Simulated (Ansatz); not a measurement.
System: I$_{2}$, charge 0, multiplicity 1. 
Structure (B3LYP-D3(BJ)/def2-TZVP (Ansatz, a program for electronic structure) minimum search):
```
I
I 1 2.6947
```

Basis-set convergence of Hartree-Fock and MP2 correlation energies (hartree) with Ansatz. Cores are frozen in the correlated levels unless marked. Spin-orbit coupling is left out. The frozen core is the preceding noble-gas configuration, with the filled d and f shells of earlier blocks. Past Kr the def2 sets carry scalar-relativistic core potentials.

```json
[
 {"basis": "def2-SVPD", "functions": "70", "E(HF)": "-593.31829", "E(corr, MP2)": "-0.20327"},
 {"basis": "def2-TZVPPD", "functions": "118", "E(HF)": "-593.33987", "E(corr, MP2)": "-0.27357"},
 {"basis": "def2-QZVPPD", "functions": "182", "E(HF)": "-593.34291", "E(corr, MP2)": "-0.31262"}
]
```

Extrapolating the two largest sets (X = 3 and 4) as X^-3: E(corr) = (64·(-0.31262) - 27·(-0.27357))/37 = -0.3411 Eh, an estimate of the basis-set limit. The largest set recovers 91.6 % of it, the smallest 59.6 %.
